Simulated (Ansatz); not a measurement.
Computed with Ansatz on PBE0-D4/def2-TZVP structures; ΔE is electronic, products minus reactants. CCSD(T)/CBS adds triple-zeta CCSD(T) − MP2 to the extrapolated MP2 energy (def2 sets, frozen cores). This one scheme is used for every species. DFT in def2-TZVPP. B3LYP here is the variant with VWN-RPA as its local correlation; programs differ in this. Each species was taken in one conformer, which may not be the lowest.

`C=C[SiH](F)N[SiH2]F` + H₂O → `O[SiH](F)N[SiH2]F` + ethylene  (formal hydrolysis of the Si–C bond)

```json
{"level": "PBE-D4", "ΔE (kJ/mol)": "-93.5", "difference from CCSD(T)/CBS": "9.4"}
{"level": "PBE0-D4", "ΔE (kJ/mol)": "-97.2", "difference from CCSD(T)/CBS": "5.7"}
{"level": "B3LYP-D4", "ΔE (kJ/mol)": "-103.3", "difference from CCSD(T)/CBS": "-0.4"}
{"level": "ωB97X-V", "ΔE (kJ/mol)": "-104.2", "difference from CCSD(T)/CBS": "-1.3"}
{"level": "ωB97M-V", "ΔE (kJ/mol)": "-104.6", "difference from CCSD(T)/CBS": "-1.7"}
{"level": "B2PLYP", "ΔE (kJ/mol)": "-111.0", "difference from CCSD(T)/CBS": "-8.1"}
{"level": "PBE", "ΔE (kJ/mol)": "-99.7", "difference from CCSD(T)/CBS": "3.2"}
{"level": "B3LYP", "ΔE (kJ/mol)": "-113.0", "difference from CCSD(T)/CBS": "-10.1"}
{"level": "MP2/def2-TZVPP", "ΔE (kJ/mol)": "-103.9", "difference from CCSD(T)/CBS": "-1.0"}
{"level": "SCS-MP2/def2-TZVPP", "ΔE (kJ/mol)": "-107.7", "difference from CCSD(T)/CBS": "-4.8"}
{"level": "CCSD(T)/def2-TZVPP", "ΔE (kJ/mol)": "-104.9", "difference from CCSD(T)/CBS": "-2.0"}
{"level": "HF/def2-QZVPP", "ΔE (kJ/mol)": "-126.7", "difference from CCSD(T)/CBS": "-23.8"}
{"level": "MP2/def2-QZVPP", "ΔE (kJ/mol)": "-103.1", "difference from CCSD(T)/CBS": "-0.2"}
{"level": "HF/CBS(def2)", "ΔE (kJ/mol)": "-126.8", "difference from CCSD(T)/CBS": "-23.9"}
{"level": "MP2/CBS(def2)", "ΔE (kJ/mol)": "-101.9", "difference from CCSD(T)/CBS": "1.0"}
{"level": "CCSD/CBS(def2)", "ΔE (kJ/mol)": "-106.1", "difference from CCSD(T)/CBS": "-3.2"}
{"level": "CCSD(T)/CBS", "ΔE (kJ/mol)": "-102.9", "difference from CCSD(T)/CBS": "0"}
```

Largest T1 diagnostic among the species: 0.012.

From PBE to PBE0 (25 % exact exchange), in def2-TZVPP and without D4, ΔE moves by −3.2 kJ/mol. In def2-TZVPP, CCSD(T) changes the Hartree–Fock value by +20.7 kJ/mol (the triples alone add +3.2 kJ/mol) and MP2 by +21.7 kJ/mol.
